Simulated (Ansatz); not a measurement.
The multiplicity is imposed and other spin states were not computed.

Species: [Zn(Cl)(NH2)] (charge 0, multiplicity 1).

Problem. Give a relaxed geometry from Ansatz (an electronic-structure program) with r2SCAN-D4/def2-SVP.

Solution. Several could match; the one computed here: the end point of this relaxation, one of several conformers.
Cartesian coordinates (Å) in one orientation:
```xyz
5

Zn     0.060    -0.089    -0.079
Cl     2.010     0.413     0.515
N     -1.551    -0.684    -0.646
H     -1.976    -0.153    -1.406
H     -2.266    -0.783     0.076
```
